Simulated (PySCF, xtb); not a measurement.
Sn(OH)(SH) (H2OSSn), SMILES [Sn]([SH])[OH] (connectivity only; charge and spin as stated), neutral, multiplicity 1. One conformer was computed; it need not be the lowest.

Harmonic wavenumbers (cm⁻¹) from GFN2-xTB (xtb) at its own minimum, in rising order: 129, 227, 325, 381, 405, 498, 562, 2420, 3660.

**Question.** What does PBE0-D3(BJ)/def2-TZVP (PySCF) give at its own minimum? (An estimate is asked for; the answer gives what the named calculation found.)

**Answer.** 153, 255, 328, 398, 604, 616, 757, 2711, 3878. Paired by order, the mean absolute difference is 121 cm⁻¹ and the zero-point energies are 12.3 and 13.9 kcal/mol.
